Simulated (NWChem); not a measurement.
All runs are NWChem calculations. System: H3AlF2S, charge 1, spin multiplicity 2, at the geometry of a parent with another charge or spin, in a state set for the comparison that need not be this species' ground state. Its SCF solution wasn't tested for a lower state. Level: UPBE0/cc-pVDZ.

The NWChem input:

```
start mol
memory heap 200 mb stack 900 mb global 1100 mb
charge 1
geometry units angstroms nocenter noautoz
  Al    -0.649389     0.677933     0.000000
  H     -0.415507     2.232573     0.000000
  F     -1.118637    -0.094578     1.411114
  F     -1.118637    -0.094578    -1.411114
  S      1.657432    -0.427037     0.000000
  H      1.237060    -1.255348     0.984167
  H      1.237060    -1.255348    -0.984167
  symmetry group Cs
end
basis spherical
  * library cc-pvdz
end
dft
  xc pbe0
  odft
  mult 2
  semidirect memsize 60000000 filesize 0
  iterations 100
end
task dft energy
```

NWChem printed:

```
             Northwest Computational Chemistry Package (NWChem) 7.3.0
             --------------------------------------------------------

                                NWChem Input Module
                                -------------------

 Scaling coordinates for geometry "geometry" by  1.889725989
 (inverse scale =  0.529177249)

 Turning off AUTOSYM since
 SYMMETRY directive was detected!

                             Geometry "geometry" -> ""
                             -------------------------

 Output coordinates in angstroms (scale by  1.889725989 to convert to a.u.)

  No.       Tag          Charge          X              Y              Z
 ---- ---------------- ---------- -------------- -------------- --------------
    1 Al                  13.0000    -0.64938900     0.67793300     0.00000000
    2 H                    1.0000    -0.41550700     2.23257300     0.00000000
    3 F                    9.0000    -1.11863700    -0.09457800     1.41111400
    4 F                    9.0000    -1.11863700    -0.09457800    -1.41111400
    5 S                   16.0000     1.65743200    -0.42703700     0.00000000
    6 H                    1.0000     1.23706000    -1.25534800     0.98416700
    7 H                    1.0000     1.23706000    -1.25534800    -0.98416700

 Effective nuclear repulsion energy (a.u.)     215.1442776225

            Nuclear Dipole moment (a.u.)
            ----------------------------
        X                 Y               Z
 ---------------- ---------------- ----------------
     0.0000037795     0.0000188973     0.0000000000

      Symmetry information
      --------------------

 Group name             Cs
 Group number              2
 Group order               2
 No. of unique centers     5

      Symmetry unique atoms

     1    2    3    5    6


 Summary of "ao basis" -> "" (spherical)
 ------------------------------------------------------------------------------
       Tag                 Description            Shells   Functions and Types
 ---------------- ------------------------------  ------  ---------------------
 *                          cc-pvdz                   on all atoms

                                 NWChem DFT Module
                                 -----------------

 Summary of "ao basis" -> "ao basis" (spherical)
 ------------------------------------------------------------------------------
       Tag                 Description            Shells   Functions and Types
 ---------------- ------------------------------  ------  ---------------------
 Al                         cc-pvdz                  8       18   4s3p1d
 H                          cc-pvdz                  3        5   2s1p
 F                          cc-pvdz                  6       14   3s2p1d
 S                          cc-pvdz                  8       18   4s3p1d

 Summary of "ao basis" -> "ao basis" (spherical)
 ------------------------------------------------------------------------------
       Tag                 Description            Shells   Functions and Types
 ---------------- ------------------------------  ------  ---------------------
 Al                         cc-pvdz                  8       18   4s3p1d
 H                          cc-pvdz                  3        5   2s1p
 F                          cc-pvdz                  6       14   3s2p1d
 S                          cc-pvdz                  8       18   4s3p1d

      Symmetry analysis of basis
      --------------------------

        a'         49
        a"         30

            General Information
            -------------------
          SCF calculation type: DFT
          Wavefunction type:  spin polarized.
          No. of atoms     :     7
          No. of electrons :    49
           Alpha electrons :    25
            Beta electrons :    24
          Charge           :     1
          Spin multiplicity:     2
          Use of symmetry is: on ; symmetry adaption is: on
          Maximum number of iterations: 100
          AO basis - number of functions:    79
                     number of shells:    37
          Convergence on energy requested:  1.00D-06
          Convergence on density requested:  1.00D-05
          Convergence on gradient requested:  5.00D-04

              XC Information
              --------------
                         PBE0 Method XC Functional
                     Hartree-Fock (Exact) Exchange  0.250
          PerdewBurkeErnzerhof Exchange Functional  0.750
            Perdew 1991 LDA Correlation Functional  1.000 local
           PerdewBurkeErnz. Correlation Functional  1.000 non-local

             Grid Information
             ----------------
          Grid used for XC integration:  medium
          Radial quadrature: Mura-Knowles
          Angular quadrature: Lebedev.
          Tag              B.-S. Rad. Rad. Pts. Rad. Cut. Ang. Pts.
          ---              ---------- --------- --------- ---------
          Al                  1.25       88           9.0       590
          H                   0.35       45          11.0       434
          F                   0.50       49          10.0       434
          S                   1.00       88          10.0       590
          Grid pruning is: on
          Number of quadrature shells:   315
          Spatial weights used:  Erf1

          Convergence Information
          -----------------------
          Convergence aids based upon iterative change in
          total energy or number of iterations.
          Levelshifting, if invoked, occurs when the
          HOMO/LUMO gap drops below (HL_TOL):  1.00D-02
[...]
  ----- ------------  ---------------      ----- ------------  ---------------
    29      0.337729  3 F  pz                43      0.337729  4 F  pz
    27      0.240388  3 F  px                41     -0.240388  4 F  px
    32      0.229590  3 F  pz                46      0.229590  4 F  pz
    28      0.224483  3 F  py                42     -0.224483  4 F  py
    30      0.166617  3 F  px                44     -0.166617  4 F  px

 Vector   25  Occ=1.000000D+00  E=-5.926163D-01  Symmetry=a'
              MO Center=  5.0D-01, -2.1D-01, -6.7D-14, r^2= 3.9D+00
   Bfn.  Coefficient  Atom+Function         Bfn.  Coefficient  Atom+Function
  ----- ------------  ---------------      ----- ------------  ---------------
    59      0.450116  5 S  px                62      0.338477  5 S  px
    27      0.278327  3 F  px                41      0.278327  4 F  px
    30      0.194708  3 F  px                44      0.194708  4 F  px
    60     -0.141541  5 S  py                19      0.114898  2 H  s
    63     -0.104624  5 S  py                28     -0.103228  3 F  py

 Vector   26  Occ=0.000000D+00  E=-2.269058D-01  Symmetry=a"
              MO Center=  1.4D+00, -6.2D-01, -5.5D-14, r^2= 2.9D+00
   Bfn.  Coefficient  Atom+Function         Bfn.  Coefficient  Atom+Function
  ----- ------------  ---------------      ----- ------------  ---------------
    64      0.830944  5 S  pz                71     -0.747778  6 H  s
    76      0.747778  7 H  s                 61      0.344270  5 S  pz
    70     -0.333247  6 H  s                 75      0.333247  7 H  s
    66      0.191914  5 S  d -1              13      0.164267  1 Al pz
    17     -0.098645  1 Al d  1              15      0.059151  1 Al d -1

 Vector   27  Occ=0.000000D+00  E=-1.995879D-01  Symmetry=a'
              MO Center=  1.3D+00, -9.4D-01,  8.3D-14, r^2= 3.2D+00
   Bfn.  Coefficient  Atom+Function         Bfn.  Coefficient  Atom+Function
  ----- ------------  ---------------      ----- ------------  ---------------
    55      0.945895  5 S  s                 71     -0.816129  6 H  s
    76     -0.816129  7 H  s                 63     -0.673274  5 S  py
    60     -0.286832  5 S  py                70     -0.263032  6 H  s
    75     -0.263032  7 H  s                  3      0.234554  1 Al s
    62     -0.223496  5 S  px                54      0.195639  5 S  s

 Vector   28  Occ=0.000000D+00  E=-1.945926D-01  Symmetry=a'
              MO Center=  3.4D-01,  5.6D-01, -2.6D-14, r^2= 3.4D+00
   Bfn.  Coefficient  Atom+Function         Bfn.  Coefficient  Atom+Function
  ----- ------------  ---------------      ----- ------------  ---------------
     4      0.788697  1 Al s                  8      0.494034  1 Al px
    11      0.475398  1 Al px                20     -0.450781  2 H  s
     3      0.391338  1 Al s                 62      0.348960  5 S  px
    55     -0.325171  5 S  s                 63     -0.293704  5 S  py
    54     -0.209926  5 S  s                 19     -0.194164  2 H  s

                     DFT Final Beta Molecular Orbital Analysis
                     -----------------------------------------

 Vector   22  Occ=1.000000D+00  E=-6.026954D-01  Symmetry=a"
              MO Center= -1.1D+00, -8.0D-02, -2.9D-14, r^2= 2.5D+00
   Bfn.  Coefficient  Atom+Function         Bfn.  Coefficient  Atom+Function
  ----- ------------  ---------------      ----- ------------  ---------------
    27      0.389889  3 F  px                41     -0.389889  4 F  px
    30      0.267328  3 F  px                44     -0.267328  4 F  px
    29      0.253770  3 F  pz                43      0.253770  4 F  pz
    32      0.174416  3 F  pz                46      0.174416  4 F  pz
    17     -0.089826  1 Al d  1              61     -0.051372  5 S  pz

 Vector   23  Occ=1.000000D+00  E=-5.935947D-01  Symmetry=a"
              MO Center= -1.1D+00, -5.4D-02,  1.1D-13, r^2= 2.5D+00
   Bfn.  Coefficient  Atom+Function         Bfn.  Coefficient  Atom+Function
  ----- ------------  ---------------      ----- ------------  ---------------
    28      0.376854  3 F  py                42     -0.376854  4 F  py
    31      0.263981  3 F  py                45     -0.263981  4 F  py
    29      0.219435  3 F  pz                43      0.219435  4 F  pz
    27     -0.154141  3 F  px                41      0.154141  4 F  px
    32      0.148676  3 F  pz                46      0.148676  4 F  pz

 Vector   24  Occ=1.000000D+00  E=-5.718944D-01  Symmetry=a'
              MO Center=  1.1D-01,  4.2D-01, -5.2D-13, r^2= 4.1D+00
   Bfn.  Coefficient  Atom+Function         Bfn.  Coefficient  Atom+Function
  ----- ------------  ---------------      ----- ------------  ---------------
    59      0.328258  5 S  px                62      0.252307  5 S  px
    19     -0.230751  2 H  s                 27      0.229970  3 F  px
    41      0.229970  4 F  px                30      0.157913  3 F  px
    44      0.157913  4 F  px                 9     -0.156437  1 Al py
    28      0.132981  3 F  py                42      0.132981  4 F  py

 Vector   25  Occ=0.000000D+00  E=-4.904517D-01  Symmetry=a'
              MO Center=  2.3D-01,  6.8D-01,  2.8D-15, r^2= 4.1D+00
   Bfn.  Coefficient  Atom+Function         Bfn.  Coefficient  Atom+Function
  ----- ------------  ---------------      ----- ------------  ---------------
    59      0.339733  5 S  px                19      0.304028  2 H  s
    62      0.293348  5 S  px                 9      0.188874  1 Al py
    28     -0.181907  3 F  py                42     -0.181907  4 F  py
    20      0.163020  2 H  s                 60     -0.154432  5 S  py
    31     -0.124123  3 F  py                45     -0.124123  4 F  py

 Vector   26  Occ=0.000000D+00  E=-2.248189D-01  Symmetry=a"
              MO Center=  1.4D+00, -6.1D-01, -5.2D-14, r^2= 2.9D+00
   Bfn.  Coefficient  Atom+Function         Bfn.  Coefficient  Atom+Function
  ----- ------------  ---------------      ----- ------------  ---------------
    64      0.835539  5 S  pz                71     -0.748042  6 H  s
    76      0.748042  7 H  s                 61      0.345608  5 S  pz
    70     -0.330421  6 H  s                 75      0.330421  7 H  s
    66      0.191369  5 S  d -1              13      0.163255  1 Al pz
    17     -0.100767  1 Al d  1              68     -0.060271  5 S  d  1

 Vector   27  Occ=0.000000D+00  E=-1.923022D-01  Symmetry=a'
              MO Center=  1.3D+00, -9.4D-01,  6.4D-14, r^2= 3.5D+00
   Bfn.  Coefficient  Atom+Function         Bfn.  Coefficient  Atom+Function
  ----- ------------  ---------------      ----- ------------  ---------------
    55      1.016153  5 S  s                 71     -0.819402  6 H  s
    76     -0.819402  7 H  s                 63     -0.617701  5 S  py
    62     -0.287866  5 S  px                60     -0.259986  5 S  py
     4     -0.248883  1 Al s                 70     -0.246703  6 H  s
    75     -0.246703  7 H  s                 54      0.230613  5 S  s

   alpha - beta orbital overlaps
   -----------------------------

   alpha      1      2      3      4      5      6      7      8      9     10
    beta      1      2      3      4      5      8      6      7      9     10
 overlap   1.000  1.000  1.000  1.000  1.000  0.943  1.000  0.943  1.000  0.962

   alpha     11     12     13     14     15     16     17     18     19     20
    beta     12     11     13     14     15     16     17     18     21     19
 overlap   0.962  1.000  1.000  1.000  1.000  1.000  0.949  0.996  0.881  0.985

   alpha     21     22     23     24     25     26     27     28     29     30
    beta     20     23     24     22     25     26     27     28     29     30
 overlap   0.850  0.825  0.641  0.839  0.792  1.000  0.984  0.920  0.934  1.000

   alpha     31     32     33     34     35     36     37     38     39     40
    beta     31     32     33     34     35     36     37     38     39     40
 overlap   0.994  0.996  0.994  0.993  0.996  0.999  0.993  0.996  0.995  0.989

   alpha     41     42     43     44     45     46     47     48     49     50
    beta     41     42     43     44     45     46     48     47     49     50
 overlap   0.981  0.989  0.998  0.988  0.991  0.993  0.992  0.999  0.994  0.997

   alpha     51     52     53     54     55     56     57     58     59     60
    beta     51     52     53     54     55     57     56     60     58     59
 overlap   0.999  1.000  0.993  0.997  1.000  0.823  0.997  0.600  0.740  0.999

   alpha     61     62     63     64     65     66     67     68     69     70
    beta     61     62     64     63     65     66     67     68     69     70
 overlap   0.899  0.902  0.996  0.993  1.000  1.000  1.000  1.000  1.000  0.976

   alpha     71     72     73     74     75     76     77     78     79
    beta     71     72     73     74     76     75     77     78     79
 overlap   0.993  0.999  0.983  0.997  0.998  0.996  0.999  0.996  0.997

     --------------------------
     Expectation value of S2:
     --------------------------
      <S2> =      0.7624 (Exact =     0.7500)

 center of mass
 --------------
 x =  -0.09375278 y =   0.01444995 z =   0.00000000

 moments of inertia (a.u.)
 ------------------
         372.740682253347         123.255010334444           0.000000000000
         123.255010334444         811.992456794402           0.000000000000
           0.000000000000           0.000000000000         630.409830731121

     Multipole analysis of the density
     ---------------------------------

     L   x y z        total         alpha         beta         nuclear
     -   - - -        -----         -----         ----         -------
     0   0 0 0      1.000000    -25.000000    -24.000000     50.000000

     1   1 0 0      1.755295      0.624310      1.130981      0.000004
     1   0 1 0      0.418388     -0.486155      0.904524      0.000019
     1   0 0 1     -0.000000      0.000000     -0.000000      0.000000

     2   2 0 0    -18.788888   -146.880610   -140.427426    268.519148
     2   1 1 0     -5.976223     32.771639     29.733956    -68.481818
     2   1 0 1     -0.000000      0.000000     -0.000000      0.000000
     2   0 2 0    -16.791565    -43.407614    -34.769368     61.385417
     2   0 1 1     -0.000000     -0.000000     -0.000000      0.000000
     2   0 0 2    -25.977179    -81.389684    -79.500657    134.913161

 Task  times  cpu:       11.5s     wall:       11.5s

 Total times  cpu:       11.5s     wall:       11.5s
```
